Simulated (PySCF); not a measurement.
Compound: AlEt2F, C4H10AlF.
Z-matrix (Å and degrees, PBE0-D3(BJ)/def2-SVP geometry), rows numbered from 1:
```
Al
C   1  1.9557
C   2  1.5289  1  116.78
H   2  1.1057  1  108.41  3  -126.15
H   2  1.1083  1  105.81  3   122.67
H   3  1.1027  2  112.24  1   176.13
H   3  1.1018  2  111.74  1   -63.77
H   3  1.1009  2  111.76  1    55.60
C   1  1.9551  2  125.68  3   157.25
C   9  1.5285  1  117.03  2   170.07
H   9  1.1067  1  107.58  2    44.76
H   9  1.1076  1  106.48  2   -66.05
H  10  1.1026  9  112.22  1   177.53
H  10  1.1015  9  111.71  1   -62.23
H  10  1.1012  9  111.81  1    56.99
F   1  1.6764  2  116.91  3   -23.59
```

Lines to be assigned: C 1s: 289.83 (area 2), 290.59 (area 2) eV; F 1s: 691.06 eV; Al 1s: 1566.89 eV.

Computed, not measured: delta-SCF UKS SCAN, pcX-2 on the ionised atom, pcseg-1 elsewhere, spin-free X2C (PySCF 2.14.0). Geometry: PBE0-D3(BJ)/def2-SVP, one conformer, isolated molecule.

Task: Assign the C 1s lines to atoms.

Result: 289.83 eV: C2/C9 (carbon bonded to Al, C and 2 H); 290.59 eV: C3/C10 (carbon bonded to C and 3 H). Lowest listed C 1s: C2/C9, bonded to C, 2 H and Al. Highest, 0.76 eV above it: C3/C10, bonded to C and 3 H.

Bonded neighbours of each site: Al1: F and 2 C; C2/C9: C, 2 H and Al; C3/C10: C and 3 H; F16: Al.

Task: Which effective nuclear charge Zeff reproduces each element's mean 1s value in the hydrogen-like formula E = 13.606 eV × Zeff²?

Result: C (Z = 6): mean 290.2 eV, Zeff = 4.62, Z − Zeff = 1.38; F (Z = 9): mean 691.1 eV, Zeff = 7.13, Z − Zeff = 1.87; Al (Z = 13): mean 1566.9 eV, Zeff = 10.73, Z − Zeff = 2.27. Means run over the listed sites, weighted by atom count.

Topologically equivalent atoms share the value of their first member; where this conformer doesn't relate them by symmetry, their own values could differ.

On Intel Xeon at 2.50 GHz, one thread, shared host with 64 logical CPUs at a one-minute load of 57, this took 90 s and 0.63 GiB of memory at its peak.
